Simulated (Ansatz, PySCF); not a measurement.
C₂H₇NOSi₂, SMILES [SiH3]C1=NC[SiH2]O1. Atoms are numbered in the order given.

```xyz
13

Si    -0.1347     2.4171     0.0000
C      0.1312     0.5398     0.0000
N      1.2885     0.0094     0.0000
C      1.2638    -1.4541     0.0000
Si    -0.5900    -1.8759     0.0000
O     -1.0103    -0.2111     0.0000
H     -0.9182     2.7901     1.2143
H     -0.9182     2.7901    -1.2143
H      1.1868     3.1001     0.0000
H      1.8108    -1.8316    -0.8798
H      1.8108    -1.8316     0.8798
H     -1.1355    -2.5329     1.2199
H     -1.1355    -2.5329    -1.2199
```

Geometry: PBE0-D3(BJ)/def2-SVP. This is a generated structure with no PubChem entry under its InChIKey; it may be hypothetical. Other conformers were not sampled.

Two levels are set side by side: PBE-D3(BJ)/def2-SVP (Ansatz, a first-principles code) and PBE0-D3(BJ)/def2-SVP (Ansatz). Each level has its own optimised geometry; the coordinates shown are those of the second. Frequencies come from the Hessian of PySCF at each geometry. Differences are taken from unrounded values.

```tsv
quantity	PBE0-D3(BJ)	PBE-D3(BJ)	PBE-D3(BJ) minus PBE0-D3(BJ)
mean bond length (Å)	1.483	1.494	0.012
bond Si1–C2 (Å)	1.896	1.905	0.008
bond C2–N3 (Å)	1.273	1.286	0.014
bond C2–O6 (Å)	1.366	1.382	0.016
bond N3–C4 (Å)	1.464	1.474	0.010
bond C4–Si5 (Å)	1.901	1.916	0.015
bond Si5–O6 (Å)	1.717	1.738	0.021
bond Si1–H7 (Å)	1.492	1.503	0.010
bond Si1–H8 (Å)	1.492	1.503	0.010
bond Si1–H9 (Å)	1.488	1.498	0.010
bond C4–H10 (Å)	1.103	1.111	0.008
bond C4–H11 (Å)	1.103	1.111	0.008
bond Si5–H12 (Å)	1.489	1.500	0.011
bond Si5–H13 (Å)	1.489	1.500	0.011
highest harmonic wavenumber (cm⁻¹)	3124	3029	-95
mean harmonic wavenumber (cm⁻¹)	1134	1091	-43
zero-point energy (kcal/mol)	53.52	51.49	-2.03
```

Exact exchange shortens and stiffens bonds; PBE has none. Differences between two approximate levels are no errors against the true value.
